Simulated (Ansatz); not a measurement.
Compare A (`FC[SiH]([SiH3])Cl`) with its isomer B (`C[SiH](Cl)[SiH2]F`).

Program: Ansatz. Geometries: PBE0-D4/def2-TZVP. ΔE: electronic, gas phase. CCSD(T)/CBS is the MP2 limit (def2-TZVPP, def2-QZVPP) plus CCSD(T) − MP2 in def2-TZVPP, frozen cores. Functionals use def2-TZVPP. B3LYP here is the variant with VWN-RPA as its local correlation; programs differ in this. One conformer a species, not always the lowest.

Q: Which is lower in electronic energy at CCSD(T)/CBS, and by how much? (Best estimate.)

A: Computed: B, by 239.7 kJ/mol.

Q: Give E(B) − E(A) in kJ/mol with PBE-D4, PBE0-D4, HF/def2-TZVPP, B3LYP-D4, MP2/def2-TZVPP, ωB97M-V, B2PLYP. (An estimate is asked.)

A: The calculation gave: PBE-D4 -220.1, PBE0-D4 -227.2, HF/def2-TZVPP -238.1, B3LYP-D4 -229.7, MP2/def2-TZVPP -247.4, ωB97M-V -232.7, B2PLYP -236.5. None reverses the order clearly.

Largest T1 diagnostic: 0.011.

From PBE to PBE0 (25 % exact exchange), in def2-TZVPP and without D4, E(B) − E(A) moves by −7.1 kJ/mol.
